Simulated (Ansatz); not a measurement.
Species: H₄GeS₂, SMILES `[SH][GeH2][SH]` (H–S–Ge–S torsion -77°, S–Ge–S–H torsion 76°) (charge 0, multiplicity 1).

Task: Give a relaxed geometry from r2SCAN-D4/def2-TZVP (Ansatz, an electronic-structure program).

Result: One answer among several that fit: the end point of this relaxation, one of several conformers (outside a Z-matrix the atoms follow the SMILES, hydrogens last).
Bonds (Å): S1–Ge2 2.225, S1–H4 1.344, Ge2–S3 2.225, Ge2–H5 1.528, Ge2–H6 1.533, S3–H7 1.344. Angles (°): Ge2–S1–H4 94.0, S1–Ge2–S3 114.5, S1–Ge2–H5 105.6, S1–Ge2–H6 109.0, S3–Ge2–H5 105.4, S3–Ge2–H6 109.1, H5–Ge2–H6 113.2, Ge2–S3–H7 94.0.
